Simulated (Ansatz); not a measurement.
`[Br][GaH][Br]` + HCl → `[Cl][GaH][Br]` + HBr at 700 K and 1 bar (ligand exchange at a Ga–Br bond).

Computed with Ansatz on PBE0-D4/def2-TZVP structures; ΔE is electronic, products minus reactants. CCSD(T)/CBS adds triple-zeta CCSD(T) − MP2 to the extrapolated MP2 energy (def2 sets, frozen cores). This one scheme is used for every species. For Br, Ga outer-core shells are correlated without core-valence functions, which leaves a few kJ/mol of doubt a bond. Scalar relativity is left out up to krypton.

| species | CCSD(T)/CBS energy (Eh) | H − E (kJ/mol) | S (J/(mol·K)) |
| --- | --- | --- | --- |
| `[Br][GaH][Br]` | -7071.28437 | 66.5 | 383.5 |
| HCl | -460.38127 | 38.4 | 211.8 |
| `[Cl][GaH][Br]` | -4957.74201 | 66.7 | 377.2 |
| HBr | -2573.91920 | 36.5 | 223.7 |

H − E and S are ideal-gas, rigid-rotor, harmonic terms from PBE0-D4/def2-TZVP. 1 Eh = 2625.50 kJ/mol, R = 8.31446 J/(mol·K).

By hand: ΔE, ΔH, ΔS and ΔG.

ΔE = (-4957.74201) + (-2573.91920) − (-7071.28437) − (-460.38127) = 0.00443 Eh = 11.6 kJ/mol. Δ(H − E) = 66.7 + 36.5 − 66.5 − 38.4 = -1.7, so ΔH = 9.9 kJ/mol. ΔS = 377.2 + 223.7 − 383.5 − 211.8 = 5.6 J/(mol·K). ΔG = 9.9 − 700 × (5.6)/1000 = 6.0 kJ/mol.

By hand: the equilibrium constant, and the temperature at which ΔG would vanish if ΔH and ΔS stayed fixed.

log₁₀ K = −ΔG/(RT ln 10) = -0.4. ΔG = 0 at ΔH/ΔS = 1768 K, though so small a ΔH makes that figure unsure.

TΔS isn't small against ΔH here. A doubt of 5 kJ/mol in ΔE shifts log₁₀ K by 0.4 here. These are equilibria of isolated gas molecules and say nothing of rates. Largest T1 diagnostic: 0.010 (customary marks: 0.02 for closed shells, 0.045 for open ones).
